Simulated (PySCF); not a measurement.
# Computed properties of Al(F)(Br)(vinyl) (C2H3AlBrF), SMILES C=[CH][Al]([F])[Br]

Al(F)(Br)(vinyl) (C₂H₃AlBrF), SMILES [Br][Al]([CH]=C)[F]. Geometry: B3LYP-D3(BJ)/def2-SVP. The structure was generated by enumeration; whether it is a known compound was not checked. One conformer was computed; it need not be the lowest. All values are computed for the isolated molecule unless a solvent is named; none is compared with measurement here.

**Structure.** The optimised structure has Cs symmetry. All 18 harmonic modes at B3LYP-D3(BJ)/def2-SVP (PySCF) are real, so it is a minimum. With heavy atoms numbered as in [Al:1]([F:2])([Br:3])[CH:4]=[CH2:5], the shortest bond between them is C4–C5 at 1.344 Å and the longest Al1–Br3 at 2.254 Å.

**Vibrations.** The strongest infrared lines (harmonic, unscaled, degenerate partners summed) lie at 672 cm⁻¹ (134 km/mol, Al 43 %, C 39 %, H 14 %), 885 cm⁻¹ (125 km/mol, F 50 %, Al 47 %), 475 cm⁻¹ (56 km/mol, H 62 %, C 28 %, Al 9 %). The softest mode is at 86 cm⁻¹ and the zero-point energy is 28.8 kcal/mol.

**Electronic structure.** PBE0/def2-TZVP (PySCF) places the frontier levels at -8.48 and -1.59 eV, a gap of 6.89 eV, and gives a dipole moment of 2.39 D and a mean polarisability of 64.4 bohr³. PBE/def2-TZVP (PySCF) at the same geometry gives -7.35 and -2.47 eV, so its gap is 2.01 eV narrower. An orbital gap is neither the optical nor the fundamental gap.

**Excitations.** TDA-CAM-B3LYP/def2-SVPD (PySCF) has S1 at 5.95 eV (208 nm, f = 0.003, weak); the most intense of the 10 singlets computed lies at 7.04 eV (f = 0.21). T1 (TDA) is at 4.00 eV, 1.95 eV under S1. TDA-PBE/def2-SVPD (PySCF) puts S1 at 4.94 eV. No vertical singlet excitation falls in the visible range (under 3.1 eV).

**NMR.** GIAO shifts at KT2/pcSseg-1 (PySCF) (non-relativistic, atoms alike by connectivity averaged): ¹³C from 130.4 to 152.0 ppm against TMS; ¹H from 6.2 to 7.0 ppm against TMS; ¹⁹F at -156.2 ppm against CFCl3. Without spin–orbit terms, shifts of atoms bonded to Cl or Br come out too high.
